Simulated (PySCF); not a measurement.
## Calculated data, BClH4NSi, H5NOSi2, AlH4N2Si, FH3NOSi and others

Calculation on a computer-drawn molecule: optimised geometry and harmonic frequencies of an isolated molecule of the commonest isotopes, restricted reference for singlets and unrestricted otherwise, frozen core in MP2. Program: PySCF 2.14.0.

(1) BClH4NSi

Start structure:
```xyz
8
BClH4NSi
N     -1.2563    -2.1386    -0.1827
Si     0.3986    -1.4792     0.0890
B      1.3195    -1.7944    -1.6562
Cl     2.1728    -1.8112    -2.9594
H     -1.3583    -3.1331    -0.3243
H     -1.9687    -1.7887     0.3085
H      1.1966    -1.9540     1.2019
H      0.2010     0.0508     0.0914
```

Settings of this run: charge 1, multiplicity 1, method HF and basis cc-pV(D+d)Z.

It finds rotational constants 14.93, 1.529, 1.422 GHz; total energy -829.6791 hartree; convergence status largest gradient component 3.939e-05 hartree/bohr.

Drawn bonds:
| atom | other atom | order |
| --- | --- | --- |
| 1 | 2 | 1 |
| 2 | 3 | 1 |
| 3 | 4 | 1 |
| 1 | 5 | 1 |
| 1 | 6 | 1 |
| 2 | 7 | 1 |
| 2 | 8 | 1 |

Optimised structure:
```xyz
8
BClH4NSi
N     -1.1859    -2.1940    -0.0518
Si     0.2985    -1.4420     0.1527
B      1.3780    -1.6360    -1.6730
Cl     2.1568    -1.8151    -3.0911
H     -1.3675    -3.1438     0.2148
H     -2.0200    -1.7081    -0.3246
H      1.2106    -2.1271     1.0730
H      0.2347     0.0178     0.2682
```

Modes:
| frequency (cm⁻¹) | reduced mass (dalton) |
| --- | --- |
| 99.57 | 6.252 |
| 195.7 | 2.829 |
| 283.6 | 1.069 |
| 294.4 | 5.845 |
| 371.7 | 4.006 |
| 405.8 | 1.64 |
| 553.5 | 1.311 |
| 747.8 | 1.116 |
| 912.9 | 1.175 |
| 936.5 | 1.734 |
| 960.1 | 1.261 |
| 996.7 | 1.671 |
| 1222 | 12.47 |
| 1681 | 1.114 |
| 2389 | 1.027 |
| 2407 | 1.057 |
| 3774 | 1.05 |
| 3872 | 1.098 |

(2) H5NOSi2

Start structure:
```xyz
9
H5NOSi2
N     -0.9728     2.5904     2.6975
Si    -0.0602     1.8409     1.5315
Si    -0.6845    -0.3358     2.0446
O     -0.4797    -1.3464     0.7819
H     -0.7528     3.5576     2.9706
H     -2.0299     2.5352     2.6735
H     -0.1152     2.5567     0.2388
H      1.2350     2.0814     1.8914
H     -0.2167    -1.1439    -0.1309
```

Here we set charge 0, multiplicity 1, method HF and basis cc-pV(D+d)Z.

Results for H5NOSi2: rotational constants 11.65, 2.106, 1.841 GHz; total energy -710.1117 hartree; convergence status largest gradient component 2.112e-05 hartree/bohr.

Drawn bonds:
| atom | other atom | order |
| --- | --- | --- |
| 1 | 2 | 1 |
| 2 | 3 | 1 |
| 3 | 4 | 1 |
| 1 | 5 | 1 |
| 1 | 6 | 1 |
| 2 | 7 | 1 |
| 2 | 8 | 1 |
| 4 | 9 | 1 |

Optimised structure:
```xyz
9
H5NOSi2
N     -0.9758     2.7931     2.7619
Si    -0.1913     1.7237     1.6485
Si    -0.9065    -0.5909     2.0041
O     -0.3294    -1.2487     0.5957
H     -0.6987     3.7574     2.7939
H     -1.9699     2.7265     2.8800
H     -0.3692     2.0756     0.2017
H      1.2750     1.8288     1.8893
H      0.0891    -0.7293    -0.0763
```

Modes:
| frequency (cm⁻¹) | reduced mass (dalton) |
| --- | --- |
| 22.65 | 3.891 |
| 113.5 | 3.82 |
| 193.1 | 1.297 |
| 257.4 | 3.62 |
| 393.4 | 1.362 |
| 436.3 | 2.545 |
| 472.2 | 1.363 |
| 566.7 | 1.175 |
| 741.6 | 1.076 |
| 824.6 | 1.499 |
| 857.2 | 3.447 |
| 875.6 | 2.726 |
| 916.4 | 1.406 |
| 996.2 | 1.292 |
| 1045 | 1.055 |
| 1702 | 1.105 |
| 2195 | 1.042 |
| 2259 | 1.038 |
| 3761 | 1.051 |
| 3849 | 1.094 |
| 4140 | 1.068 |

(3) AlH4N2Si

Start structure:
```xyz
8
AlH4N2Si
N     -1.4221     0.0672     1.3294
Si    -0.3000     1.2627     1.9003
N      0.4246     2.3154     1.1217
Al     1.1440     3.5603    -0.1100
H     -1.7986    -0.6625     1.9237
H     -1.5657    -0.0422     0.3608
H     -0.2455     1.0860     3.3582
H      1.0449     3.6471    -1.6987
```

It was run with charge 0, multiplicity 2, method HF and basis cc-pV(D+d)Z.

The calculation gives: rotational constants 25.17, 1.876, 1.768 GHz; total energy -642.1061 hartree; spin squared 0.7559; convergence status largest gradient component 3.36e-05 hartree/bohr.

Drawn bonds:
| atom | other atom | order |
| --- | --- | --- |
| 1 | 2 | 1 |
| 2 | 3 | 2 |
| 3 | 4 | 1 |
| 1 | 5 | 1 |
| 1 | 6 | 1 |
| 2 | 7 | 1 |
| 4 | 8 | 1 |

Optimised structure:
```xyz
8
AlH4N2Si
N     -1.4374     0.0119     1.4228
Si    -0.3438     1.2435     1.7250
N      0.1027     2.3717     0.7450
Al     0.5777     3.7326    -0.2386
H     -1.6757    -0.6899     2.0955
H     -1.9093    -0.1009     0.5468
H      0.1248     1.0557     3.1059
H      1.8425     3.6093    -1.2170
```

Modes:
| frequency (cm⁻¹) | reduced mass (dalton) |
| --- | --- |
| 73.99 | 6.052 |
| 111.6 | 3.146 |
| 145.6 | 1.224 |
| 320.8 | 3.886 |
| 380.2 | 1.14 |
| 473.1 | 1.354 |
| 567.6 | 4.859 |
| 669.1 | 1.263 |
| 675.8 | 1.184 |
| 805.9 | 1.266 |
| 949.8 | 3.612 |
| 1030 | 1.359 |
| 1431 | 14.21 |
| 1675 | 1.137 |
| 1852 | 1.044 |
| 2369 | 1.043 |
| 3792 | 1.05 |
| 3898 | 1.098 |

(4) FH3NOSi

Start structure:
```xyz
7
FH3NOSi
N     -0.6734    -0.0277     0.6419
Si     0.2097    -0.4034    -0.7127
O      1.2313    -1.4771    -0.4254
F     -0.5911    -1.0089    -1.9689
H     -1.2257    -0.7415     1.0262
H     -1.2699     0.8158     0.6569
H      1.8310    -1.5940     0.3264
```

Here we set charge 0, multiplicity 2, method HF and basis cc-pV(D+d)Z.

It finds rotational constants 7.393, 6.57, 3.861 GHz; total energy -519.5434 hartree; spin squared 0.7525; convergence status largest gradient component 1.206e-05 hartree/bohr.

Drawn bonds:
| atom | other atom | order |
| --- | --- | --- |
| 1 | 2 | 1 |
| 2 | 3 | 1 |
| 2 | 4 | 1 |
| 1 | 5 | 1 |
| 1 | 6 | 1 |
| 3 | 7 | 1 |

Optimised structure:
```xyz
7
FH3NOSi
N     -0.7147    -0.0232     0.6229
Si     0.2332    -0.3792    -0.7475
O      1.2564    -1.6119    -0.4047
F     -0.6214    -0.9479    -1.9943
H     -1.2000    -0.7713     1.0880
H     -1.2664     0.8141     0.6350
H      1.8249    -1.5174     0.3450
```

Modes:
| frequency (cm⁻¹) | reduced mass (dalton) |
| --- | --- |
| 192.8 | 1.207 |
| 238.5 | 1.525 |
| 293.3 | 3.384 |
| 366 | 2.441 |
| 386.3 | 2.378 |
| 488.1 | 1.667 |
| 799.3 | 3.53 |
| 843.7 | 1.574 |
| 894.4 | 1.638 |
| 946.8 | 6.345 |
| 966.7 | 4.154 |
| 1682 | 1.115 |
| 3749 | 1.052 |
| 3852 | 1.093 |
| 4176 | 1.067 |

(5) FH3NOSi

Start structure:
```xyz
7
FH3NOSi
N     -0.7147    -0.0232     0.6229
Si     0.2332    -0.3792    -0.7475
O      1.2564    -1.6119    -0.4047
F     -0.6214    -0.9479    -1.9943
H     -1.2000    -0.7713     1.0880
H     -1.2664     0.8141     0.6350
H      1.8249    -1.5174     0.3450
```

Settings of this run: charge 0, multiplicity 2, method MP2 and basis cc-pV(D+d)Z.

The calculation gives: rotational constants 7.253, 6.387, 3.762 GHz; total energy -520.1649 hartree; spin squared 0.7528; convergence status largest gradient component 1.248e-05 hartree/bohr.

Drawn bonds:
| atom | other atom | order |
| --- | --- | --- |
| 1 | 2 | 1 |
| 2 | 3 | 1 |
| 2 | 4 | 1 |
| 1 | 5 | 1 |
| 1 | 6 | 1 |
| 3 | 7 | 1 |

Optimised structure:
```xyz
7
FH3NOSi
N     -0.6888    -0.0228     0.6629
Si     0.2336    -0.3879    -0.7459
O      1.2744    -1.6433    -0.4199
F     -0.6399    -0.9531    -2.0079
H     -1.2441    -0.7820     1.0623
H     -1.2490     0.8274     0.6371
H      1.8258    -1.4752     0.3558
```

Modes:
| frequency (cm⁻¹) | reduced mass (dalton) |
| --- | --- |
| 184.2 | 1.32 |
| 223.6 | 1.462 |
| 279.8 | 4.032 |
| 348.8 | 3.389 |
| 371.5 | 1.801 |
| 490.9 | 1.566 |
| 757.3 | 3.822 |
| 824.3 | 1.733 |
| 853.9 | 1.53 |
| 909.7 | 7.29 |
| 929.7 | 3.009 |
| 1558 | 1.113 |
| 3561 | 1.052 |
| 3678 | 1.092 |
| 3892 | 1.066 |

(6) BFH3NSi

Start structure:
```xyz
7
BFH3NSi
N     -2.7006     1.0540     1.2606
Si    -1.9485     0.9071     2.8468
B     -0.2970     0.0954     3.0953
F     -0.3359    -1.1445     3.8848
H     -2.3904     0.5422     0.4175
H     -3.4896     1.5749     1.1399
H      0.7543     0.6122     3.2431
```

Settings of this run: charge 0, multiplicity 1, method HF and basis cc-pV(D+d)Z.

The calculation gives: rotational constants 14.29, 3.049, 2.753 GHz; total energy -469.2791 hartree; convergence status largest gradient component 1.741e-05 hartree/bohr.

Drawn bonds:
| atom | other atom | order |
| --- | --- | --- |
| 1 | 2 | 1 |
| 2 | 3 | 1 |
| 3 | 4 | 1 |
| 1 | 5 | 1 |
| 1 | 6 | 1 |
| 3 | 7 | 1 |

Optimised structure:
```xyz
7
BFH3NSi
N     -2.5588     0.9984     1.4244
Si    -2.2340     1.1700     3.0919
B     -0.4383     0.1211     3.1536
F     -0.4156    -1.1355     3.6178
H     -2.0184     0.5181     0.7298
H     -3.3845     1.3991     1.0196
H      0.6420     0.5701     2.8509
```

Modes:
| frequency (cm⁻¹) | reduced mass (dalton) |
| --- | --- |
| 49.57 | 3.478 |
| 191.3 | 2.681 |
| 227.6 | 5.359 |
| 516.6 | 1.989 |
| 582.2 | 1.406 |
| 646.8 | 1.404 |
| 795 | 1.434 |
| 888 | 3.68 |
| 922 | 1.763 |
| 1150 | 1.537 |
| 1295 | 3.914 |
| 1718 | 1.116 |
| 2649 | 1.089 |
| 3768 | 1.05 |
| 3860 | 1.098 |

(7) BFH3NSi

Start structure:
```xyz
7
BFH3NSi
N     -2.5588     0.9984     1.4244
Si    -2.2340     1.1700     3.0919
B     -0.4383     0.1211     3.1536
F     -0.4156    -1.1355     3.6178
H     -2.0184     0.5181     0.7298
H     -3.3845     1.3991     1.0196
H      0.6420     0.5701     2.8509
```

Here we set charge 0, multiplicity 1, method MP2 and basis cc-pV(D+d)Z.

The calculation gives: rotational constants 16.93, 2.938, 2.503 GHz; total energy -469.7988 hartree; convergence status largest gradient component 1.113e-05 hartree/bohr.

Drawn bonds:
| atom | other atom | order |
| --- | --- | --- |
| 1 | 2 | 1 |
| 2 | 3 | 1 |
| 3 | 4 | 1 |
| 1 | 5 | 1 |
| 1 | 6 | 1 |
| 3 | 7 | 1 |

Optimised structure:
```xyz
7
BFH3NSi
N     -2.4638     1.0780     1.4770
Si    -2.5943     0.6214     3.1334
B     -0.5977    -0.0248     3.1150
F      0.0103    -0.5484     4.1961
H     -1.6296     0.9808     0.8956
H     -3.2374     1.4880     0.9547
H      0.1050     0.0462     2.1161
```

Modes:
| frequency (cm⁻¹) | reduced mass (dalton) |
| --- | --- |
| 34.79 | 2.896 |
| 176.1 | 4.13 |
| 315.9 | 10.35 |
| 569.5 | 1.049 |
| 613.5 | 1.26 |
| 616.9 | 3.526 |
| 773.9 | 1.484 |
| 824.7 | 1.478 |
| 865.2 | 4.37 |
| 1120 | 1.335 |
| 1279 | 5.485 |
| 1573 | 1.122 |
| 2539 | 1.091 |
| 3544 | 1.051 |
| 3663 | 1.096 |

(8) B2H3OSi

Start structure:
```xyz
7
B2H3OSi
O     -0.3899    -1.7366    -0.8128
B      0.6533    -1.3173    -0.1738
B      2.0089    -0.8646     0.6456
Si     2.0208    -0.5783     2.3902
H      3.0683    -0.7173    -0.0666
H      3.1709    -0.0661     3.2481
H      0.8946    -0.6898     3.3519
```

It was run with charge -1, multiplicity 1, method HF and basis aug-cc-pV(D+d)Z.

It finds rotational constants 27.01, 2.402, 2.206 GHz; total energy -414.9728 hartree; convergence status largest gradient component 2.886e-05 hartree/bohr.

Drawn bonds:
| atom | other atom | order |
| --- | --- | --- |
| 1 | 2 | 2 |
| 2 | 3 | 1 |
| 3 | 4 | 1 |
| 3 | 5 | 1 |
| 4 | 6 | 1 |
| 4 | 7 | 1 |

Optimised structure:
```xyz
7
B2H3OSi
O     -0.3616    -1.7178    -0.7654
B      0.6381    -1.3576    -0.1899
B      2.0378    -0.8571     0.5902
Si     2.0259    -0.5428     2.4271
H      3.0434    -0.7070    -0.0590
H      3.1905    -0.0962     3.2459
H      0.8527    -0.6916     3.3337
```

Modes:
| frequency (cm⁻¹) | reduced mass (dalton) |
| --- | --- |
| 126.8 | 4.7 |
| 283 | 1.582 |
| 350.4 | 1.257 |
| 436.5 | 2.91 |
| 538.7 | 2.179 |
| 556.2 | 3.07 |
| 754.9 | 1.168 |
| 759.6 | 3.335 |
| 838.8 | 1.544 |
| 1006 | 1.178 |
| 1077 | 2.274 |
| 1987 | 12.21 |
| 2227 | 1.049 |
| 2248 | 1.032 |
| 2610 | 1.091 |

(9) B2H3OSi

Start structure:
```xyz
7
B2H3OSi
O     -0.3616    -1.7178    -0.7654
B      0.6381    -1.3576    -0.1899
B      2.0378    -0.8571     0.5902
Si     2.0259    -0.5428     2.4271
H      3.0434    -0.7070    -0.0590
H      3.1905    -0.0962     3.2459
H      0.8527    -0.6916     3.3337
```

Here we set charge -1, multiplicity 1, method MP2 and basis aug-cc-pV(D+d)Z.

It finds rotational constants 25.2, 2.438, 2.223 GHz; total energy -415.4579 hartree; convergence status largest gradient component 2.788e-05 hartree/bohr.

Drawn bonds:
| atom | other atom | order |
| --- | --- | --- |
| 1 | 2 | 2 |
| 2 | 3 | 1 |
| 3 | 4 | 1 |
| 3 | 5 | 1 |
| 4 | 6 | 1 |
| 4 | 7 | 1 |

Optimised structure:
```xyz
7
B2H3OSi
O     -0.4035    -1.7209    -0.7184
B      0.6525    -1.3507    -0.1722
B      2.0606    -0.8558     0.5633
Si     2.0253    -0.5454     2.4101
H      3.0856    -0.6969    -0.0648
H      3.1729    -0.0980     3.2642
H      0.8334    -0.7024     3.3003
```

Modes:
| frequency (cm⁻¹) | reduced mass (dalton) |
| --- | --- |
| 109.5 | 4.663 |
| 260.7 | 1.535 |
| 353.1 | 1.307 |
| 394.3 | 2.776 |
| 505.3 | 3.313 |
| 519.1 | 2.075 |
| 675.7 | 1.104 |
| 728.3 | 3.729 |
| 785.4 | 1.349 |
| 944 | 1.354 |
| 1014 | 2.233 |
| 1796 | 12.06 |
| 2181 | 1.042 |
| 2198 | 1.04 |
| 2569 | 1.093 |

(10) BH3NOSi

Start structure:
```xyz
7
BH3NOSi
O     -1.6002    -1.1842     2.1721
B     -0.8235    -0.3391     1.8364
N      0.0779     0.6440     1.4473
Si     0.5466     2.0793     2.3418
H      0.5562     0.4534     0.5844
H     -0.4211     2.2247     3.4490
H      0.5250     3.2502     1.4341
```

Here we set charge 0, multiplicity 2, method MP2 and basis cc-pV(D+d)Z.

The calculation gives: rotational constants 30.11, 2.746, 2.541 GHz; total energy -445.2614 hartree; spin squared 0.7536; convergence status largest gradient component 4.533e-05 hartree/bohr.

Drawn bonds:
| atom | other atom | order |
| --- | --- | --- |
| 1 | 2 | 2 |
| 2 | 3 | 1 |
| 3 | 4 | 1 |
| 3 | 5 | 1 |
| 4 | 6 | 1 |
| 4 | 7 | 1 |

Optimised structure:
```xyz
7
BH3NOSi
O     -1.5928    -1.2241     2.2208
B     -0.8204    -0.3470     1.8443
N      0.0545     0.6664     1.4135
Si     0.5461     2.0757     2.3536
H      0.5493     0.4649     0.5455
H     -0.4656     2.2288     3.4253
H      0.5897     3.2637     1.4621
```

Modes:
| frequency (cm⁻¹) | reduced mass (dalton) |
| --- | --- |
| 99.31 | 1.292 |
| 148.9 | 5.868 |
| 339.3 | 1.206 |
| 491.8 | 4.923 |
| 492.6 | 11.63 |
| 654.9 | 1.862 |
| 792.5 | 1.409 |
| 804.4 | 1.679 |
| 930.8 | 1.057 |
| 1020 | 2.834 |
| 1245 | 1.585 |
| 2011 | 11.74 |
| 2247 | 1.033 |
| 2292 | 1.053 |
| 3626 | 1.074 |
